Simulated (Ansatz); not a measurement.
CH$_{4}$BLiSi (SMILES [Li][B]=C[SiH3]), singlet: a trajectory.

Input (in.yaml):

```yaml
crystal:
  periodic: [false, false, false]
  atoms:
    - {symbol: Li, position_ang: [-1.753330, 2.640150, 1.611070]}
    - {symbol: B, position_ang: [-0.506290, 1.614290, 0.429820]}
    - {symbol: C, position_ang: [0.302130, 0.755840, -0.322480]}
    - {symbol: Si, position_ang: [0.242650, -1.108780, -0.194350]}
    - {symbol: H, position_ang: [1.040120, 1.070590, -1.054500]}
    - {symbol: H, position_ang: [-0.088520, -1.747070, -1.482600]}
    - {symbol: H, position_ang: [1.535080, -1.684380, 0.225710]}
    - {symbol: H, position_ang: [-0.771850, -1.540630, 0.787330]}
basis:
  gaussian: {orbitals: def2-SVP}
hamiltonian: {xc: pbe0, dispersion: d4}
md: {n_steps: 25, timestep: 0.25, temperature: 8000, ensemble: nve, seed: 443, initial_velocities: maxwell_boltzmann}
```

Run by:

```bash
ansatz run in.yaml --threads 2 --pin off --events-out ev --progress --plain --max-ram 3481MiB
```

The run's output (Ansatz 0.2.0):

```
Functional definition: PBE0
  name "PBE0"
  cite "Adamo & Barone, J. Chem. Phys. 110, 6158 (1999) doi:10.1063/1.478522"
  cite "Perdew, Burke & Ernzerhof, Phys. Rev. Lett. 77, 3865 (1996) doi:10.1103/PhysRevLett.77.3865"
  parent pbe
  parameter a = 0.25
  parameter kappa = 0.804
  parameter beta = 0.06672455060314922
  exchange = (1 - a)*pbe_x(kappa = kappa, mu = beta*pi^2/3) + a*exact_x
  correlation = pbe_c(beta = beta)
865 factors; integrals over basis functions are off by at most 3.2e-4 eV
mean field evaluation 1: about -9841.7849 eV, gradient 4.8e1 eV
mean field evaluation 2: about -9810.0076 eV, gradient 7.9e1 eV
mean field evaluation 4: about -9848.1145 eV, gradient 4.9e0 eV
mean field evaluation 8: about -9848.2114 eV, gradient 1.2e-1 eV
mean field -9848.21149004 eV, -361.9150969013 hartree, gradient 4.8e-5 eV, S^2 0.000000; 0 other end points of the search recorded, 0 dependent functions left out
the calculation of the forces begins
reference -9848.21153228 eV, -361.9150984537 hartree; 16, 16 occupied and 59, 59 virtual orbitals, 865 factors
md step     0: t =     0.00 fs  T =  8000.0 K  F+E_penalty+E_count = -9848.35047851 eV  E_kin = 6.204480 eV  conserved = -9842.14599856 eV  (25 SCF iters)
md step     1: t =     0.25 fs  T =  7995.3 K  F+E_penalty+E_count = -9848.34685341 eV  E_kin = 6.200856 eV  conserved = -9842.14599754 eV  (25 SCF iters, 5 dispersion substeps)
md step     2: t =     0.50 fs  T =  7974.4 K  F+E_penalty+E_count = -9848.33060652 eV  E_kin = 6.184604 eV  conserved = -9842.14600289 eV  (25 SCF iters, 5 dispersion substeps)
md step     3: t =     0.75 fs  T =  7937.1 K  F+E_penalty+E_count = -9848.30173987 eV  E_kin = 6.155722 eV  conserved = -9842.14601741 eV  (25 SCF iters, 5 dispersion substeps)
md step     4: t =     1.00 fs  T =  7883.5 K  F+E_penalty+E_count = -9848.26017536 eV  E_kin = 6.114136 eV  conserved = -9842.14603954 eV  (25 SCF iters, 5 dispersion substeps)
md step     5: t =     1.25 fs  T =  7813.3 K  F+E_penalty+E_count = -9848.20577502 eV  E_kin = 6.059712 eV  conserved = -9842.14606348 eV  (25 SCF iters, 5 dispersion substeps)
md step     6: t =     1.50 fs  T =  7726.5 K  F+E_penalty+E_count = -9848.13841026 eV  E_kin = 5.992328 eV  conserved = -9842.14608223 eV  (25 SCF iters, 5 dispersion substeps)
md step     7: t =     1.75 fs  T =  7622.8 K  F+E_penalty+E_count = -9848.05805510 eV  E_kin = 5.911966 eV  conserved = -9842.14608909 eV  (25 SCF iters, 5 dispersion substeps)
md step     8: t =     2.00 fs  T =  7502.7 K  F+E_penalty+E_count = -9847.96487968 eV  E_kin = 5.818802 eV  conserved = -9842.14607811 eV  (26 SCF iters, 5 dispersion substeps)
md step     9: t =     2.25 fs  T =  7366.6 K  F+E_penalty+E_count = -9847.85932476 eV  E_kin = 5.713279 eV  conserved = -9842.14604602 eV  (26 SCF iters, 5 dispersion substeps)
md step    10: t =     2.50 fs  T =  7215.6 K  F+E_penalty+E_count = -9847.74214070 eV  E_kin = 5.596148 eV  conserved = -9842.14599260 eV  (27 SCF iters, 5 dispersion substeps)
md step    11: t =     2.75 fs  T =  7051.0 K  F+E_penalty+E_count = -9847.61438695 eV  E_kin = 5.468468 eV  conserved = -9842.14591931 eV  (27 SCF iters, 5 dispersion substeps)
md step    12: t =     3.00 fs  T =  6874.5 K  F+E_penalty+E_count = -9847.47740005 eV  E_kin = 5.331570 eV  conserved = -9842.14583010 eV  (27 SCF iters, 5 dispersion substeps)
md step    13: t =     3.25 fs  T =  6688.1 K  F+E_penalty+E_count = -9847.33273553 eV  E_kin = 5.187006 eV  conserved = -9842.14572961 eV  (26 SCF iters, 5 dispersion substeps)
md step    14: t =     3.50 fs  T =  6494.0 K  F+E_penalty+E_count = -9847.18209958 eV  E_kin = 5.036477 eV  conserved = -9842.14562250 eV  (27 SCF iters, 5 dispersion substeps)
md step    15: t =     3.75 fs  T =  6294.5 K  F+E_penalty+E_count = -9847.02727955 eV  E_kin = 4.881767 eV  conserved = -9842.14551275 eV  (26 SCF iters, 5 dispersion substeps)
md step    16: t =     4.00 fs  T =  6092.0 K  F+E_penalty+E_count = -9846.87008190 eV  E_kin = 4.724677 eV  conserved = -9842.14540442 eV  (27 SCF iters, 5 dispersion substeps)
md step    17: t =     4.25 fs  T =  5888.6 K  F+E_penalty+E_count = -9846.71227774 eV  E_kin = 4.566978 eV  conserved = -9842.14529975 eV  (26 SCF iters, 5 dispersion substeps)
md step    18: t =     4.50 fs  T =  5686.7 K  F+E_penalty+E_count = -9846.55556353 eV  E_kin = 4.410362 eV  conserved = -9842.14520106 eV  (26 SCF iters, 5 dispersion substeps)
md step    19: t =     4.75 fs  T =  5488.2 K  F+E_penalty+E_count = -9846.40152957 eV  E_kin = 4.256420 eV  conserved = -9842.14510972 eV  (27 SCF iters, 5 dispersion substeps)
md step    20: t =     5.00 fs  T =  5295.0 K  F+E_penalty+E_count = -9846.25163896 eV  E_kin = 4.106612 eV  conserved = -9842.14502675 eV  (27 SCF iters, 5 dispersion substeps)
md step    21: t =     5.25 fs  T =  5108.9 K  F+E_penalty+E_count = -9846.10721326 eV  E_kin = 3.962260 eV  conserved = -9842.14495289 eV  (27 SCF iters, 5 dispersion substeps)
md step    22: t =     5.50 fs  T =  4931.3 K  F+E_penalty+E_count = -9845.96942305 eV  E_kin = 3.824534 eV  conserved = -9842.14488861 eV  (27 SCF iters, 5 dispersion substeps)
md step    23: t =     5.75 fs  T =  4763.6 K  F+E_penalty+E_count = -9845.83928213 eV  E_kin = 3.694447 eV  conserved = -9842.14483464 eV  (27 SCF iters, 5 dispersion substeps)
md step    24: t =     6.00 fs  T =  4606.8 K  F+E_penalty+E_count = -9845.71764062 eV  E_kin = 3.572850 eV  conserved = -9842.14479053 eV  (27 SCF iters, 5 dispersion substeps)
md step    25: t =     6.25 fs  T =  4461.8 K  F+E_penalty+E_count = -9845.60518166 eV  E_kin = 3.460424 eV  conserved = -9842.14475743 eV  (27 SCF iters, 5 dispersion substeps)
Total energy: -9845.60522224 eV, -361.8193183265 hartree
Atom 0 at    -1.908056     2.927397     1.532394 Å, force     0.269360    -0.477046    -0.063461 eV/Å
Atom 1 at    -0.528215     1.437754     0.696827 Å, force     3.690427    -1.862510    -4.694497 eV/Å
Atom 2 at     0.427968     0.797804    -0.426451 Å, force    -2.988872    -0.121585     1.892012 eV/Å
Atom 3 at     0.223787    -1.096891    -0.223143 Å, force     0.296382    -1.266957     2.035911 eV/Å
Atom 4 at     1.126253     0.326720    -1.334760 Å, force    -1.413794     2.700060     2.050229 eV/Å
Atom 5 at    -0.301052    -1.930864    -1.387141 Å, force     0.507032     0.563595    -0.182198 eV/Å
Atom 6 at     1.801642    -1.145354     0.051060 Å, force    -1.315481    -1.123448    -0.293766 eV/Å
Atom 7 at    -0.585487    -2.067728     0.866143 Å, force     0.954946     1.587891    -0.744230 eV/Å
Dipole moment:    -1.077959     1.376626     0.586004 e Å

[the SCF lines of later steps are left out]
```

Hardware: 2 CPU threads of an Intel Xeon, shared host. Wall time about 92 s.


The run ended normally. The set temperature is far above any at which the molecule holds together: the atoms start with that much kinetic energy, which flows into stretching the bonds.